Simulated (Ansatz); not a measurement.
Nudged elastic band run: BFGaH$_{3}$O

The input (input.yaml):

```yaml
crystal:
  periodic: [false, false, false]
  atoms:
    - { symbol: B, position_ang: [-0.968565, 1.21333, -0.309739] }
    - { symbol: Ga, position_ang: [0.123893, -0.505123, 0.057473] }
    - { symbol: O, position_ang: [1.844234, -0.573774, 0.502475] }
    - { symbol: F, position_ang: [-0.581767, -2.121112, -0.042504] }
    - { symbol: H, position_ang: [-1.039411, 1.677791, -1.420778] }
    - { symbol: H, position_ang: [-1.55634, 1.777221, 0.580034] }
    - { symbol: H, position_ang: [2.177957, -1.468333, 0.633049] }
basis:
  gaussian: { orbitals: def2-SVP }
hamiltonian:
  xc: pbe0
neb:
  order_check: false
  images: 5
  f_tol: 0.03
  max_iterations: 60
  initial_path: idpp
  final_atoms:
    - { symbol: B, position_ang: [-0.86370223, 1.13161308, -0.27952962] }
    - { symbol: Ga, position_ang: [0.04144826, -0.70735339, 0.04540678] }
    - { symbol: O, position_ang: [1.69920313, -1.17187497, 0.49716364] }
    - { symbol: F, position_ang: [-0.92261054, -2.167106, -0.12905573] }
    - { symbol: H, position_ang: [-0.88319383, 1.63207833, -1.37724936] }
    - { symbol: H, position_ang: [-1.39351368, 1.73213392, 0.62341683] }
    - { symbol: H, position_ang: [2.32236987, -0.44949097, 0.61985746] }
```

Command:

```bash
$ ansatz run input.yaml --threads 1 --pin off --max-ram 2048MiB --backend cpu --events-out ev --progress --plain --runs-dir out
```

Output, in part (warnings, iteration lines, the closing report on the highest movable image, with atoms numbered from 0):

```
NEB end point (image 0): max|allowed force component| = 1.233e-2 eV/Å (the criterion of neb.relax_end_points is 1.000e-2)
NEB end point (image 6): max|allowed force component| = 1.166e-2 eV/Å (the criterion of neb.relax_end_points is 1.000e-2)
NEB iter   1: max|band force component| = 1.768e0 eV/Å  barrier→ = 0.4362 eV  barrier← = 0.3350 eV  Δτ_max = 0.0455 Å  (185 SCF iters)
NEB iter   2: max|band force component| = 6.609e-1 eV/Å  barrier→ = 0.3885 eV  barrier← = 0.2873 eV  Δτ_max = 0.0466 Å  (155 SCF iters)
NEB iter   3: max|band force component| = 2.201e-1 eV/Å  barrier→ = 0.3708 eV  barrier← = 0.2697 eV  CI = image 3  Δτ_max = 0.0489 Å  (154 SCF iters)
NEB iter   4: max|band force component| = 1.796e-1 eV/Å  barrier→ = 0.3801 eV  barrier← = 0.2789 eV  CI = image 3  Δτ_max = 0.0245 Å  (152 SCF iters)
NEB iter   5: max|band force component| = 5.001e-2 eV/Å  barrier→ = 0.3803 eV  barrier← = 0.2792 eV  CI = image 3  Δτ_max = 0.0068 Å  (143 SCF iters)
NEB iter   6: max|band force component| = 2.182e-2 eV/Å  barrier→ = 0.3803 eV  barrier← = 0.2792 eV  CI = image 3  Δτ_max = 0.0000 Å  (253 SCF iters)
Total energy: -57843.82732824 eV, -2125.7214463586 hartree
Atom 0 at    -0.829170     1.265590    -0.277973 Å, force    -0.001121     0.001486     0.002053 eV/Å
Atom 1 at    -0.052762    -0.629370     0.018929 Å, force    -0.000418    -0.002198    -0.006267 eV/Å
Atom 2 at     1.573914    -1.036135     0.460604 Å, force    -0.001904     0.001199     0.004799 eV/Å
Atom 3 at    -1.047415    -2.071609    -0.166548 Å, force     0.000436     0.000495     0.001296 eV/Å
Atom 4 at    -0.803130     1.784331    -1.367014 Å, force     0.000800    -0.001114     0.000465 eV/Å
Atom 5 at    -1.319180     1.885520     0.633791 Å, force     0.000181     0.000585    -0.000304 eV/Å
Atom 6 at     2.477744    -1.198328     0.698220 Å, force     0.002026    -0.000452    -0.002043 eV/Å
Dipole moment:     0.284409     0.547280     0.044717 e Å
```

The run converged. A vibrational analysis at the climbing image gives 2 clearly imaginary modes (612i, 448i cm⁻¹): a point of higher order, so a lower path passes nearby.

Final band (atoms are numbered from 1 in the order of the input):

```json
{"image": "0", "path coordinate (Å)": "0.00", "energy (kcal/mol)": "0.0", "angle Ga2–O3–H7 (°)": "114"}
{"image": "1", "path coordinate (Å)": "0.31", "energy (kcal/mol)": "1.0", "angle Ga2–O3–H7 (°)": "125"}
{"image": "2", "path coordinate (Å)": "0.62", "energy (kcal/mol)": "5.0", "angle Ga2–O3–H7 (°)": "150"}
{"image": "3", "path coordinate (Å)": "0.93", "energy (kcal/mol)": "8.8", "angle Ga2–O3–H7 (°)": "176"}
{"image": "4", "path coordinate (Å)": "1.19", "energy (kcal/mol)": "6.1", "angle Ga2–O3–H7 (°)": "148"}
{"image": "5", "path coordinate (Å)": "1.45", "energy (kcal/mol)": "2.9", "angle Ga2–O3–H7 (°)": "124"}
{"image": "6", "path coordinate (Å)": "1.71", "energy (kcal/mol)": "2.3", "angle Ga2–O3–H7 (°)": "116"}
```

The run took 2.1 min on 1 thread of Arm Neoverse V1, on a shared host, peak memory 0.18 GiB.
